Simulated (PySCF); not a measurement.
## Calculated properties of hexafluorophosphate, `F[P-](F)(F)(F)(F)F`

Compound: hexafluorophosphate, PF6 (charge -1).
Atom-mapped SMILES: `[F:1][P-:2]([F:3])([F:4])([F:5])([F:6])[F:7]`

**PBE0-D3(BJ)/def2-SVP geometry optimisation, gas phase (PySCF)**

```
Point group                  : Oh
Rotational constants A, B, C : 2.501, 2.501, 2.499 GHz
```

PBE0/pcSseg-1 ground state and GIAO shieldings, non-relativistic (PySCF):

```
HOMO energy                                                 : -5.32 eV
LUMO energy                                                 : 7.50 eV
HOMO–LUMO gap                                               : 12.82 eV
Lowest Hirshfeld atomic charge                              : -0.25 e on F1/F3/F4/F5/F6/F7
Highest Hirshfeld atomic charge                             : +0.47 e on P2
Isotropic shieldings of nuclei other than C and H, by class : 256 (F1/F3/F4/F5/F6/F7), 441 (P2) ppm
Mayer bond orders between heavy atoms                       : F1–P2 0.85, P2–F3 0.85, P2–F4 0.85, P2–F5 0.85, P2–F6 0.85, P2–F7 0.85
```

Monoisotopic mass of the ion (most abundant isotopes, electron mass counted): 144.9647 u.

The rotational constants are those of a spherical top; the small spread among constants that symmetry makes equal is optimisation noise. With B = h/(8π²I), that is 505.379 GHz u Å² over I, the principal moments of inertia are 202.1, 202.1 and 202.2 u Å² (most abundant isotopes); the inertial defect Ic − Ia − Ib is -202.0 u Å² (zero for a rigid planar frame, negative otherwise).

No diffuse functions stand in pcSseg-1, which bears on an anion's orbital energies.
